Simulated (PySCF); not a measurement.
AlF₄ (SMILES [F][Al-]([F])([F])[F]), charge -1, singlet, geometry from GFN2-xTB (such geometries of metal compounds can be far from the true shape).

The PySCF input:
```python
from pyscf import gto, scf, dft

mol = gto.M(
    atom='''
Al   -0.000000    0.000000   -0.000000
F     1.586799   -0.299633   -0.476104
F     0.000013    0.796178    1.483404
F    -0.759757    0.962559   -1.153531
F    -0.827055   -1.459103    0.146232
''',
    basis='aug-pcseg-1',
    charge=-1,
    spin=0,
    verbose=4,
)

mf = dft.RKS(mol)
mf.xc = 'blyp'
mf = mf.density_fit(auxbasis='def2-universal-jkfit')
mf.kernel()
mf.analyze()
```

Task: What HOMO energy does DF-BLYP/aug-pcseg-1 (PySCF) give?

Result: -3.41 eV

Task: What HOMO-LUMO gap does DF-BLYP/aug-pcseg-1 give?

Result: 6.42 eV

Task: Give the total energy at the level DF-BLYP/aug-pcseg-1.

Result: -642.1329 Eh

Task: What number of basis functions does DF-BLYP/aug-pcseg-1 give?

Result: 119
